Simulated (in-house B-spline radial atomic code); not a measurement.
What moves the levels of neutral krypton ([Ar] 3d10 4s2 4p6)? Method: Dirac-Hartree-Fock, average of configuration, Fermi nucleus of rms radius 4.1884 fm. Calculated with an all-electron radial atomic-structure program (B-spline basis).

Baseline run (computed): total energy -2788.8610 hartree, 1s1/2 at -529.6851 hartree, 4p3/2 at -13.996 eV with <r> = 1.959 bohr.

Scaling the speed of light c (a factor of 100 is close to the non-relativistic limit):

```tsv
c/c0	ΔE (hartree)	4p3/2 level (eV)	4p3/2 <r> (bohr)
0.95	-4.1315	-13.9663	1.959
0.98	-1.5732	-13.9848	1.959
1.02	1.4774	-14.0068	1.958
1.5	20.764	-14.1466	1.955
100	36.818	-14.2637	1.952
```

Changing the nucleus:

```json
{"nucleus": "Gaussian nucleus of rms radius 4.1884 fm", "ΔE (eV)": "-0.00107"}
{"nucleus": "uniform spherical nucleus of rms radius 4.1884 fm", "ΔE (eV)": "0.000551"}
{"nucleus": "Gaussian nucleus of rms radius 0.01 fm", "ΔE (eV)": "-0.647"}
{"nucleus": "Fermi nucleus of rms radius 4.1046 fm", "ΔE (eV)": "-0.0247"}
{"nucleus": "Fermi nucleus of rms radius 4.2722 fm", "ΔE (eV)": "0.0252"}
```

A larger nucleus binds the electrons less, roughly as the density at the nucleus times the change of the nuclear <r²>. At equal rms radius the shape enters only through higher moments. A radius of 0.01 fm is nearly a point.

Task: The nuclear charge is raised by 0.1. What does the Hellmann-Feynman theorem predict for the energy, and what is found?

Result: dE/dZ ≈ -Σ<1/r>, which is -187.279 at the start and -187.984 at the end; their mean times 0.1 is -18.763 hartree, and the two runs differ by -18.763 hartree.
